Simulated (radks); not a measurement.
Values are calculated unless marked as measured or tabulated.
The titanium ion Ti2+, 20 electrons, occupied as [Ar] 3d2. Level of theory: Dirac Kohn-Sham, exchange-only PBE, spin-unpolarised, spherical densities, finite nucleus; open shells fill j = l - 1/2 first; Fermi nuclear charge, rms radius 3.5921 fm (a radial shooting solver on a logarithmic mesh with Libxc functionals). Some entries of the table are withheld. Estimate them.

| orbital | occ. | eigenvalue (eV) | r(max) (bohr) | <1/r> (bohr^-1) |
|---|---|---|---|---|
| 1s1/2 | 2 | -4884.126 | 0.04555 | 21.80 |
| 2s1/2 | 2 | -551.5994 | 0.2689 | 4.558 |
| 2p1/2 | 2 | (1) | 0.2180 | 4.492 |
| 2p3/2 | 4 | (2) | 0.2202 | 4.435 |
| 3s1/2 | 2 | -77.3668 | 0.8693 | 1.399 |
| 3p1/2 | 2 | -54.0739 | (3) | (4) |
| 3p3/2 | 4 | -53.4135 | (5) | (6) |
| 3d3/2 | 2 | -18.7792 | 0.9720 | (7) |
| 3d5/2 | 0 | -18.7288 | 0.9742 | (8) |

Answer. 
(1) 2p1/2 eigenvalue (eV): -462.9142
(2) 2p3/2 eigenvalue (eV): -457.1366
(3) 3p1/2 r(max) (bohr): 0.8971
(4) 3p1/2 <1/r> (bohr^-1): 1.273
(5) 3p3/2 r(max) (bohr): 0.9036
(6) 3p3/2 <1/r> (bohr^-1): 1.261
(7) 3d3/2 <1/r> (bohr^-1): 0.9127
(8) 3d5/2 <1/r> (bohr^-1): 0.9102
